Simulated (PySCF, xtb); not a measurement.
C₂H₆BFN₂, SMILES C=C(F)B(N)N.

GFN2-xTB in xtb 6.7.1 at its own geometry gives an orbital gap of 4.18 eV and a dipole moment of 3.15 D.

Coordinates come from a PBE-D3(BJ)/def2-SVP optimisation. A frequency run showed that this geometry is not a minimum. The structure was generated by enumeration, and PubChem lists no compound with its InChIKey, so it may never have been made. Other conformers were not sampled.

What does PBE/def2-TZVP (PySCF) give? (The exact figures need the calculation; the answer reports its results.)

gap 4.45 eV (levels -5.67 and -1.23 eV), dipole 2.32 D.
